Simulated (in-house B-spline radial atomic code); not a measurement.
The numbers below are computed, except where a source is named.
## Xe in an electron gas of r_s = 2: phase shifts, screening, friction and resistivity

A nucleus sits in a uniform electron gas with a rigid positive background. The Kohn-Sham equations are solved self-consistently in the spin-unpolarised LDA (PW92), non-relativistic, on B-splines with outgoing waves at the boundary and partial waves to l = 8. The model has no lattice, no bands and no magnetic solution. Atomic units; δ_l are the phase shifts at the Fermi level, counted so that each bound state adds π, and good to about 0.0005.

The density parameter is r_s = 2 bohr, near that of the valence electrons of Si (4 per atom, density 2.33 g/cm³, mass 28.09 u, which gives r_s = 2.01).

| l | δ_l (rad) |
| --- | --- |
| 0 | 13.6885 |
| 1 | 11.2035 |
| 2 | 7.1904 |
| 3 | 0.1891 |
| 4 | 0.0214 |
| 5 | 0.0041 |
| 6 | 0.0008 |
| 7 | 0.0003 |
| 8 | 0.0001 |

Bound levels below the band bottom (hartree): s -6.35, p -4.737, d -1.964, s -0.3891, p -0.05328 and deeper ones.

Problem. Check the Friedel sum rule, and say where the screening charge sits.

Solution. k_F = (9π/4)^(1/3)/r_s = 0.95958. The rule is Z = (2/π) Σ (2l + 1) δ_l. The terms are s 8.714, p 21.397, d 22.888, f 0.843 and 0.162 beyond, in all 54.004 against Z = 54. Bound states hold 10 s, 24 p, 20 d electrons, so the scattering states carry 0.00 in all; where a term is smaller than its bound count, the bound level has drawn weight out of the band.

Problem. Find the transport cross section and the electronic stopping of a 10 keV Xe ion (mass 131.29 u).

Solution. σ_tr = (4π/k_F²) Σ (l + 1) sin²(δ_l − δ_(l+1)). The terms for l = 0 to 3 are 0.3726, 1.1714, 1.2988, 0.1114, all together 2.9557, so σ_tr = 13.647 × 2.9557 = 40.338 bohr². With n = 3/(4π r_s³) = 0.02984, the friction coefficient is Q = n k_F σ_tr = 1.1551. For v well below v_F = 0.960, dE/dx = Q v; with 24801 eV per u at v = 1, v = √(10000/(24801 × 131.29)) = 0.0554, so dE/dx = 0.06401 hartree/bohr = 32.9 eV/nm. The largest term couples the d and f waves.

Problem. What residual resistivity would 1 atomic per cent of such centres give in a metal of this density?

Solution. Δρ = k_F n_i σ_tr/n in atomic units of 21.74 μΩ·cm. With one host atom per 4 electrons, n_i/n = 0.01/4, so Δρ = 0.9596 × 0.00250 × 40.338 × 21.74 = 2.10 μΩ·cm. This is an atom added to the gas, as on an interstitial site.

Problem. On a substitutional site the background of one host ion, a sphere holding 4 charges, is taken out. The phase shifts for l = 0 to 4 become 13.3962, 10.8728, 6.4890, 0.0197, -0.0039. What follows?

Solution. The Friedel sum is now 50.01, for Z − 4 = 50. The sum in σ_tr is 2.2326, so σ_tr = 30.47 bohr² and Δρ = 1.59 μΩ·cm per atomic per cent, 0.76 times the value above. A real host ion scatters too, so this model doesn't give zero even for the host's own atom.
